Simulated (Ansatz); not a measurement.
Reaction (β-hydride elimination): `CCBC[SiH3]` → `BC[SiH3]` + ethylene

Computed with Ansatz on PBE0-D4/def2-TZVP structures; ΔE is electronic, products minus reactants. CCSD(T)/CBS adds triple-zeta CCSD(T) − MP2 to the extrapolated MP2 energy (def2 sets, frozen cores). This one scheme is used for every species. Functionals use def2-TZVPP. HSE06 is defined as in plane-wave codes. One conformer a species, not always the lowest.

Problem. Is it downhill or uphill in electronic energy at CCSD(T)/CBS, and by how much? (Best estimate.)

Solution. Computed: Uphill: ΔE = +148.2 kJ/mol.

Problem. What do these levels give: BLYP-D4, B97M-V, ωB97M-V, r2SCAN, PBE0, r2SCAN0, HSE06, BHLYP, RPA@PBE/def2-TZVPP, MP2/def2-TZVPP, CCSD/def2-TZVPP, CCSD/CBS(def2)? (Best estimate.)

Solution. Ansatz gave: BLYP-D4 132.7, B97M-V 157.2, ωB97M-V 153.8, r2SCAN 157.3, PBE0 160.8, r2SCAN0 164.1, HSE06 160.9, BHLYP 140.6, RPA@PBE/def2-TZVPP 138.1, MP2/def2-TZVPP 157.5, CCSD/def2-TZVPP 145.6, CCSD/CBS(def2) 147.2 kJ/mol.

Largest T1 diagnostic among the species: 0.011.

From BLYP to BHLYP (50 % exact exchange), in def2-TZVPP and without D4, ΔE moves by +26.9 kJ/mol. At CCSD(T), def2-SVP lies +3.4 kJ/mol from the extrapolated value and def2-TZVPP −1.7 kJ/mol. In def2-TZVPP, CCSD(T) changes the Hartree–Fock value by +28.4 kJ/mol (the triples alone add +1.0 kJ/mol) and MP2 by +39.4 kJ/mol.
